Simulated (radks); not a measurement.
Values are calculated unless marked as measured or tabulated.
Spherical quantum dot in the effective-mass picture: electrons in a well V = -V0 / (1 + exp((r - R)/a)) with V0 = 4.1, R = 9.03, a = 1, with a point charge +1 (a donor) at the centre, all in effective atomic units (hartree* = m*/eps^2 hartree, bohr* = eps/m* bohr), one dielectric constant everywhere. Level of theory: non-relativistic Kohn-Sham, LDA (Slater exchange, Perdew-Wang correlation), spin-polarised, spherical densities (a radial shooting solver with Libxc functionals). Levels are named by radial order and angular momentum (1s, 1p, 1d, 2s, ...), and open shells are averaged over m. Results are scaled to m* = 0.133 and eps = 4.9, for which hartree* = 150.7 meV and bohr* = 1.95 nm.

N = 25, configuration 1s2 1p6 1d10 2s(up 1, down 0) 1f(up 6, down 0). This is the lowest configuration that the search found. Occupied and some empty levels:

level    occupation  eigenvalue (meV)  <r> (nm)
1s up             1           -55.457     9.228
1s down           1           -50.408     10.74
1p up             3           -48.104     11.69
1p down           3           -44.371     11.65
2s up             1           -43.008     5.823
1d up             5           -38.802     12.08
1d down           5           -34.997     12.06
2s down           0           -27.732     5.301
1f up             6           -26.101     12.42
1f down           0           -22.238     12.42
1g up             0           -10.344     12.75
1g down           0           -6.4617     12.75

Energy (meV): total -7868.59, kinetic 754.41, external -14982, Hartree 7159.4, exchange-correlation -800.53.
